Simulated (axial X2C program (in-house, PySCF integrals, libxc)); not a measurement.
## Ionising CrBr

Calculated with an in-house all-electron X2C program for linear molecules (integrals from PySCF), spin-free (one-electron X2C) or two-component (2c: spin–orbit coupling with atomic mean-field Coulomb and Gaunt terms, which also bring small scalar terms), in Dyall basis sets with cores contracted in-house; open shells are unrestricted.

Basis sets: Br dyall-cv3z, Cr dyall-cv3z.

```tsv
Hamiltonian	level	CrBr state	Re (Å)	ωe (cm⁻¹)	De (eV)
spin-free	PBE0	M_S = 5/2, Λ = 0	2.338	301.7	3.34
2c	PBE0	Ω = 5/2	2.340	301.0	3.23
```

Adiabatic ionisation energy (minimum to minimum, no zero-point term) and constants of CrBr⁺:

```csv
Hamiltonian,level,CrBr⁺ state,IE (eV),Re (Å),ωe (cm⁻¹),De (eV),fragments
spin-free,PBE0,"M_S = 2, Λ = 1",8.34,2.255,336.4,2.04,Br + Cr+
2c,PBE0,Ω = 1,8.27,2.261,330.3,2.01,Br + Cr+
```

Q: Add the zero-point terms to the ionisation energy at PBE0, 2c, and say whether the electron removed was bonding.

A: IE0 = IE + (ωe⁺ − ωe)/2 = 8.27 + (0.002) = 8.27 eV. Re changes by -0.079 Å, so the bond shortens, as on loss of an antibonding or a polarising non-bonding electron.

Q: Close the cycle De(CrBr⁺) + IE(CrBr) = De(CrBr) + IE(Cr) to find the atomic ionisation energy at PBE0, 2c.

A: IE(Cr) = 2.01 + 8.27 − 3.23 = 7.05 eV, for the determinants used.

Each entry is the lowest single determinant of a limited PBE0 search at one distance. De goes to single-determinant-based atoms at the same level (for ions the charge split of lowest energy) and is withheld (n/a) where an atom does not fit its ground term or J level. Main or longest-lived isotopes. One determinant is a doubtful description, or other states lie close, for CrBr⁺, CrBr; these need not be ground states, and all values refer to the states named. Some open-shell Ω = 0 determinants are out of reach, so the Ω given for CrBr⁺ need not be the lowest component. With several unpaired electrons the Ω given is that of one determinant, not necessarily of the lowest component. The functionals have no current term, which raises determinants with orbital currents.
